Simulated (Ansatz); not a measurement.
Geometry optimisation, RKS PBE0-D4/def2-SVP (Ansatz 0.2.0).

input.yaml

```yaml
crystal:
  periodic: [false, false, false]
  atoms:
    - { symbol: Hf, position_ang: [0.0, 0.0, 0.0] }
    - { symbol: Cl, position_ang: [0.0, 0.0, 2.87] }
    - { symbol: Cl, position_ang: [2.3764, 0.0, -0.8392] }
    - { symbol: Cl, position_ang: [-1.1869, 2.0563, -0.8392] }
    - { symbol: O, position_ang: [-0.975, -1.6891, -0.6893] }
    - { symbol: H, position_ang: [-1.4296, -2.1548, 0.0831] }
    - { symbol: "N", position_ang: [1.3164, 1.9852, 0.7915] }
    - { symbol: H, position_ang: [2.1729, 1.8447, 1.3999] }
    - { symbol: H, position_ang: [1.0157, 2.964, 0.5173] }
    - { symbol: H, position_ang: [0.8964, 1.3518, 2.0511] }
basis:
  gaussian: { orbitals: def2-SVP }
hamiltonian:
  xc: pbe0
  dispersion: d4
relax:
  f_tol: 0.15
  max_steps: 25
  restrain:
    - { distance: [0, 6], at: 2.21, k: 30.0 }
    - { distance: [9, 1], at: 1.37, k: 30.0 }
    - { distance: [0, 1], at: 3.72, k: 30.0 }
    - { distance: [9, 6], at: 2.26, k: 30.0 }
output:
  orbitals: {}
```

Run as:

```bash
$ ansatz run input.yaml --threads 4 --pin off --max-ram 5120MiB --backend cpu --events-out ev --progress --plain --runs-dir out
```

Task: Where does it end, and by what steps?

Result: The run converged. The restraints hold the end off the free minimum; the threshold counts their pulls, which the force column leaves out. Restrained pairs: Hf1–N7 (2.51 → 2.15 Å), Cl2–H10 (1.82 → 1.34 Å), Hf1–Cl2 (2.87 → 3.72 Å), N7–H10 (1.47 → 2.25 Å). After 21 steps the energy has fallen by 2.736 eV (the restraints' own energy left out); Cl4 moved furthest, 1.86 Å.

| step | energy less start (eV) | largest force component (eV/Å) | accepted |
| --- | --- | --- | --- |
| 0 | 0.0000 | 4.044 | yes |
| 1 | 0.3775 | 3.346 | yes |
| 2 | 0.3008 | 2.920 | yes |
| 3 | -0.5709 | 2.075 | yes |
| 4 | -1.4831 | 1.228 | yes |
| 5 | -1.9586 | 1.414 | yes |
| 6 | -2.2013 | 1.428 | yes |
| 7 | -2.3937 | 1.048 | yes |
| 8 | -2.5147 | 1.087 | yes |
| 9 | -2.5508 | 1.138 | yes |
| 10 | -2.5802 | 1.360 | yes |
| 11 | -2.5787 | 1.503 | yes |
| 12 | -2.5959 | 1.391 | yes |
| 13 | -2.6424 | 1.355 | yes |
| 14 | -2.6572 | 1.044 | yes |
| 15 | -2.6612 | 1.137 | yes |
| 16 | -2.6792 | 1.275 | yes |
| 17 | -2.7155 | 1.361 | yes |
| 18 | -2.7083 | 1.202 | no |
| 19 | -2.7271 | 1.282 | yes |
| 20 | -2.7285 | 1.223 | yes |
| 21 | -2.7359 | 1.416 | yes |

```xyz
10
Properties=species:S:1:pos:R:3
Hf 0.317 0.539 -0.580
Cl 0.806 -0.956 2.793
Cl 2.158 -0.824 -1.119
Cl -0.474 1.644 -2.502
O -1.178 -0.350 0.201
H -1.448 -0.950 0.903
N 0.922 1.983 0.896
H 1.793 2.514 0.938
H 0.227 2.473 1.454
H 1.063 0.285 2.361
```

Time of the run: 67 s on 4 threads of Arm Neoverse V2, on a shared host, peak memory 0.38 GiB.
